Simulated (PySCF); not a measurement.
C5H7O, multiplicity 2. Atoms are numbered in the order given.

```xyz
13

O      0.8382     1.8493     0.4991
C      0.3815     0.7875     0.1636
C      1.1524    -0.5352     0.1144
C      0.1159    -1.5603    -0.1999
C     -1.2697    -0.9786    -0.2407
C     -1.0582     0.5434    -0.2903
H      1.6737    -0.6885     1.0796
H      1.9573    -0.4569    -0.6426
H      0.3208    -2.6297    -0.2862
H     -1.8419    -1.2648     0.6653
H     -1.8589    -1.3575    -1.0936
H     -1.1342     0.9292    -1.3218
H     -1.7536     1.1338     0.3237
```
Charge 0, spin multiplicity 2.

Geometry optimised at ωB97X-D3(BJ)/def2-SVP. The isomer is the one that the SMILES or the coordinates give; other isomers of the formula were not compared. The values are those of a single conformer.

These are TDA-CAM-B3LYP/def2-SVPD run with PySCF values and carry that method's errors.

Vertical excitations. 

Computed UV-visible absorptions:
| state | energy (eV) | λ (nm) | f | main pairs |
|---|---|---|---|---|
| root 1 | 3.79 | 327 | 0.000 | α HOMO−1→LUMO 46 %, β HOMO→LUMO+1 38 %, β HOMO→LUMO 8 % |
| root 2 | 4.32 | 287 | 0.000 | α HOMO−1→LUMO 43 %, β HOMO→LUMO+1 34 %, β HOMO→LUMO 13 % |
| root 3 | 4.44 | 279 | 0.002 | α HOMO→LUMO 94 % |
| root 4 | 5.15 | 241 | 0.001 | β HOMO→LUMO 74 %, β HOMO→LUMO+1 19 % |
| root 5 | 5.26 | 236 | 0.001 | α HOMO→LUMO+1 86 % |
| root 6 | 5.95 | 208 | 0.000 | α HOMO−2→LUMO 35 %, α HOMO−5→LUMO 7 %, β HOMO−1→LUMO+1 29 %, β HOMO−4→LUMO+1 7 % |
| root 7 | 6.16 | 201 | 0.003 | α HOMO→LUMO+2 66 % |
| root 8 | 6.29 | 197 | 0.001 | α HOMO→LUMO+3 73 %, α HOMO→LUMO+2 16 % |
| root 9 | 6.64 | 187 | 0.000 | β HOMO−2→LUMO 59 %, β HOMO−3→LUMO 30 % |
| root 10 | 6.93 | 179 | 0.001 | α HOMO−1→LUMO+1 36 %, α HOMO−1→LUMO+2 10 %, β HOMO→LUMO+2 29 %, β HOMO→LUMO+3 8 % |
Unrestricted roots are not spin-pure.
